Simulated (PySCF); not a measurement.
Compound: C7H10OP (charge +1).
Atom-mapped SMILES: `[CH3:1][C@@H:2]1[CH2:3][P@H+:4]1[c:5]1[cH:6][cH:7][cH:8][o:9]1` (hydrogens: H10, H11, H12 on C1; H13 on C2; H14, H15 on C3; H16 on P4; H17 on C6; H18 on C7; H19 on C8)

The same species was optimised twice, with GFN2-xTB and with PBE0-D3(BJ)/def2-SVP (PySCF), and the same property calculations (PySCF, gas phase) were run on both structures.

| coordinate | GFN2-xTB | PBE0-D3(BJ)/def2-SVP | change |
| --- | --- | --- | --- |
| P4–C5 (Å) | 1.770 | 1.748 | -0.022 |
| C2–C3 (Å) | 1.531 | 1.514 | -0.017 |
| C6–C7 (Å) | 1.406 | 1.417 | +0.011 |
| C8–O9 (Å) | 1.329 | 1.337 | +0.008 |
| C3–P4 (Å) | 1.799 | 1.804 | +0.005 |
| C1–C2 (Å) | 1.503 | 1.505 | +0.002 |
| C7–C8 (Å) | 1.369 | 1.370 | +0.001 |
| C5–O9 (Å) | 1.356 | 1.358 | +0.002 |
| C2–P4 (Å) | 1.822 | 1.823 | +0.001 |
| C5–C6 (Å) | 1.378 | 1.378 | 0.000 |
| C3–P4–C5 (°) | 116.6 | 118.8 | +2.2 |
| C1–C2–C3 (°) | 119.3 | 121.0 | +1.7 |
| P4–C5–O9 (°) | 116.1 | 117.6 | +1.5 |
| P4–C5–C6 (°) | 133.5 | 132.1 | -1.4 |
| C2–P4–C5 (°) | 123.4 | 122.2 | -1.2 |
| C1–C2–P4 (°) | 119.5 | 120.4 | +0.9 |
| C2–P4–C3 (°) | 50.0 | 49.3 | -0.7 |
| C3–C2–P4 (°) | 64.2 | 64.7 | +0.5 |
| C3–P4–C5–C6 (°) | -41 | -49 | -8 |

Rotational constants: A = 4101, B = 762.7, C = 693.6 MHz (GFN2-xTB) against A = 3993, B = 772.2, C = 699.0 MHz (PBE0-D3(BJ)/def2-SVP). Point groups within 0.08 Å: C1 and C1.

On the GFN2-xTB structure: HOMO (eV) -11.34 [PBE0/pcSseg-1]; LUMO (eV) -5.33 [PBE0/pcSseg-1]; GIAO shielding of C1 (ppm) 169.6 [PBE0/pcSseg-1]; GIAO shielding of C2 (ppm) 151.2 [PBE0/pcSseg-1]; GIAO shielding of C3 (ppm) 169.6 [PBE0/pcSseg-1]; GIAO shielding of P4 (ppm) 497.3 [PBE0/pcSseg-1]; GIAO shielding of C5 (ppm) 60.6 [PBE0/pcSseg-1]; GIAO shielding of C6 (ppm) 44.7 [PBE0/pcSseg-1]; GIAO shielding of C7 (ppm) 64.2 [PBE0/pcSseg-1]; GIAO shielding of C8 (ppm) 21.0 [PBE0/pcSseg-1].

Problem. What do these properties become on the PBE0-D3(BJ)/def2-SVP structure?

Solution. 
```csv
property,level,on GFN2-xTB,on PBE0-D3(BJ)/def2-SVP,change
HOMO (eV),PBE0/pcSseg-1,-11.34,-11.38,-0.04
LUMO (eV),PBE0/pcSseg-1,-5.33,-5.32,+0.01
"energy, GFN2-xTB geometry as zero (kcal/mol)",PBE0/pcSseg-1,0.0,-1.3,-1.3
GIAO shielding of C1 (ppm),PBE0/pcSseg-1,169.6,168.2,-1.4
GIAO shielding of C2 (ppm),PBE0/pcSseg-1,151.2,153.4,+2.2
GIAO shielding of C3 (ppm),PBE0/pcSseg-1,169.6,164.7,-4.9
GIAO shielding of P4 (ppm),PBE0/pcSseg-1,497.3,502.0,+4.7
GIAO shielding of C5 (ppm),PBE0/pcSseg-1,60.6,61.5,+0.9
GIAO shielding of C6 (ppm),PBE0/pcSseg-1,44.7,41.0,-3.7
GIAO shielding of C7 (ppm),PBE0/pcSseg-1,64.2,62.8,-1.4
GIAO shielding of C8 (ppm),PBE0/pcSseg-1,21.0,19.5,-1.5
```

The heavy atoms differ by 0.059 Å rms after alignment. Among bonds between heavy atoms P4–C5 changes most (-0.022 Å). Changes are differences of the printed values. Neither structure is proved a minimum here. Geometry: PBE0-D3(BJ)/def2-SVP, one conformer, isolated ion.

Conformer computed: `[CH3:1][C@@H:2]1[CH2:3][P@H+:4]1[c:5]1[cH:6][cH:7][cH:8][o:9]1`: C3–P4–C5–C6 -49°.
